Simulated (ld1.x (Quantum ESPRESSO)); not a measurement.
barium (Ba): excitation energies, all-electron against TM

```
Element                 : barium
Generator               : ld1.x (Quantum ESPRESSO) 7.5
Type                    : norm-conserving Troullier–Martins (Kleinman–Bylander form)
Functional              : LDA (PZ)
Relativity              : scalar-relativistic
Frozen core             : [Xe]
Valence charge          : 2
Reference configuration : 5d1 6s1 6p0
Partial waves           : 6s (bound): rc 4.15 bohr; 6p (bound, empty): rc 4.05 bohr; 5d (bound): rc 3.55 bohr; 4f channel at -0.05 Ry: rc 4.20 bohr
Local potential         : all-electron potential smoothed inside 3.50 bohr (lloc = -2)
Core correction         : none
```

Energies are relative to the spin-unpolarised reference configuration 5d1 6s1 6p0; without spin polarisation the order of configurations can differ from experiment. Spin-polarised rows fill each open shell by Hund’s rule, majority spin first.

| valence configuration | charge | ΔE all-electron (eV) | error AE − PS (meV) |
| --- | --- | --- | --- |
| 5d0 6s2 6p0 | 0 | -1.350 | +105 |
| 5d0 6s1 6p0 | +1 | 4.193 | +171 |
| 5d0 6s1.5 6p0 | +0.5 | 0.861 | +121 |
| 5d0 6s1 6p1 | 0 | 0.773 | +145 |
| 5d0.5 6s1.5 6p0 | 0 | -0.707 | +19 |
| 5d0 6s0 6p2 | 0 | 3.017 | +255 |
| 5d1 6s1 6p0 (spin-polarised) | 0 | -0.348 | +253 |
| 5d0 6s1 6p0 (spin-polarised) | +1 | 4.046 | +244 |

Question: What are ΔE and the potential's error for 5d0 6s0 6p1?

Answer: ΔE = 6.901 eV all-electron; the error (AE − PS) is +340 meV.

Levels in the configuration 5d1 6s1 6p0 (spin-polarised):

| level | all-electron (eV) | pseudo (eV) |
| --- | --- | --- |
| 5d up | -1.686 | -1.808 |
| 6s up | -3.192 | -3.191 |
